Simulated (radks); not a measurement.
Tm2+, 67 electrons, occupied as [Xe] 4f13. Method: Dirac Kohn-Sham, PBE, spin-unpolarised, spherical densities, finite nucleus; open shells fill j = l - 1/2 first; Fermi nuclear charge, rms radius 5.2256 fm; computed with a radial shooting solver on a logarithmic mesh with Libxc functionals.

Spin-orbit splittings of the eigenvalues, e(l+1/2) - e(l-1/2), with zeta = 2 splitting/(2l+1) and mean radii in bohr:

shell  occ.  splitting (eV)  zeta (eV)  <r> j=l-1/2  <r> j=l+1/2
2p        6               ?          ?      0.07008      0.07746
3p        6           207.0      138.0       0.2103       0.2241
3d       10           45.24      18.09       0.1973       0.2016
4p        6           46.69      31.13       0.5062       0.5382
4d       10           8.492      3.397       0.5653       0.5766
4f       13           1.198     0.3424       0.7896       0.8096
5p        6           5.750      3.833        1.387        1.497
5d        0          0.3643     0.1457        2.399        2.461

Estimate the 2p splitting.

Answer. 980.2 eV (zeta = 653.4 eV).
